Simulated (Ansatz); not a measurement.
Calculated with Ansatz (gas phase, PBE0-D4/def2-TZVP geometries, no zero-point term in ΔE). CCSD(T)/CBS is the MP2 limit (def2-TZVPP, def2-QZVPP) plus CCSD(T) − MP2 in def2-TZVPP, frozen cores. This one scheme is used for every species. Functionals use def2-TZVPP. For Br, Ge outer-core shells are correlated without core-valence functions, which leaves a few kJ/mol of doubt a bond. Scalar relativity is left out up to krypton.

`[CH3][GeH2][Br]` + BH₃ → `[BH2][GeH2][CH3]` + HBr  (formal exchange of groups at a Ge–Br bond)

`[CH3][GeH2][Br]`:

```xyz
8

C    -0.003   -0.909    0.574
Ge   -0.206    0.738   -0.433
Br    1.897    1.376   -1.176
H     0.662   -0.744    1.422
H     0.421   -1.683   -0.065
H    -0.976   -1.241    0.941
H    -0.726    1.899    0.428
H    -1.069    0.563   -1.690
```

BH₃:

Z-matrix (Å, degrees):
```
B
H 1 1.193
H 1 1.193 2 120.0
H 1 1.193 2 120.0 3 180.0
```

`[BH2][GeH2][CH3]`:

Z-matrix (Å, degrees):
```
Ge
C 1 1.959
B 1 2.058 2 115.1
H 1 1.547 2 109.0 3 -121.8
H 1 1.546 2 109.2 3 123.0
H 2 1.091 1 110.2 3 59.4
H 2 1.091 1 110.2 3 -60.2
H 2 1.090 1 110.7 3 179.6
H 3 1.195 1 119.9 2 178.0
H 3 1.196 1 122.3 2 -2.4
```

HBr:

```xyz
2

Br   -0.543   -0.089   -0.449
H     0.543    0.089    0.449
```

| level | ΔE (eV) |
| --- | --- |
| PBE0-D4 | 0.99 |
| r2SCAN0-D4 | 1.05 |
| PBE | 0.91 |
| r2SCAN0 | 1.05 |
| HF/def2-SVP | 1.18 |
| CCSD/def2-SVP | 0.97 |
| MP2/def2-QZVPP | 1.10 |
| HF/CBS(def2) | 1.27 |

(1) What does CCSD(T)/CBS give? (Estimate.)

Largest T1 diagnostic among the species: 0.011.

Results:

(1) The calculation gave: +1.00 eV. The listed levels differ from it by -0.01, 0.05, -0.09, 0.05, 0.18, -0.03, 0.10, 0.27 eV.

From PBE to PBE0 (25 % exact exchange), in def2-TZVPP and without D4, ΔE moves by +0.07 eV. Leaving LDA and LC-ωPBE aside and taking each functional with its dispersion term where it has one, the values, not all of them listed here, spread over 0.23 eV, from PBE-D4 to BHLYP-D4. LDA lies −0.10 eV from PBE without D4. In def2-TZVPP, CCSD(T) changes the Hartree–Fock value by −0.27 eV (the triples alone add −0.02 eV) and MP2 by −0.17 eV.
